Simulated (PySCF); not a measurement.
## Molecular orbitals of LiCd⁺

LC-ωPBE at R = 2.793 Å; basis Li def2-SVPD, Cd def2-SVPD with ECP28; scalar-relativistic core potentials; PySCF 2.14. State: ¹Σ⁺ (singlet), closed shell. Only the outer orbitals are listed, counted within each symmetry, core potentials removing the inner ones.

```tsv
orbital	occ.	ε (eV)	on Li (%)	main shells (%)
4σ	2	-21.87	0	100 Cd d
2π	2	-21.82	0	100 Cd d
2π	2	-21.82	0	100 Cd d
1δ	2	-21.77	0	100 Cd d
1δ	2	-21.77	0	100 Cd d
5σ	2	-13.89	11	86 Cd s
6σ	0	-4.63	64	62 Li s, 28 Cd p, 8 Cd s
3π	0	-3.70	52	52 Li p, 48 Cd p
3π	0	-3.70	52	52 Li p, 48 Cd p
```

Q: Which are the highest filled and the lowest empty level, where do they sit, and how wide is the gap?

A: Highest filled 5σ at -13.89 eV (in %: 86 Cd s); lowest empty 6σ at -4.63 eV (in %: 62 Li s, 28 Cd p, 8 Cd s); the gap at LC-ωPBE is 9.26 eV.

The bond order (Mayer) is 0.42. The ⟨S²⟩ is 0.000, the charge on Li (Mulliken, basis-dependent) is 0.76 and the charge on Li (Löwdin, basis-dependent) is 0.49. The dipole moment (positive dipole points towards Cd; it is taken about the centre of mass and depends on that origin) is -8.27 D.

Closed-shell solutions of metal pairs were not tested for spin polarisation, which can lower them a little.
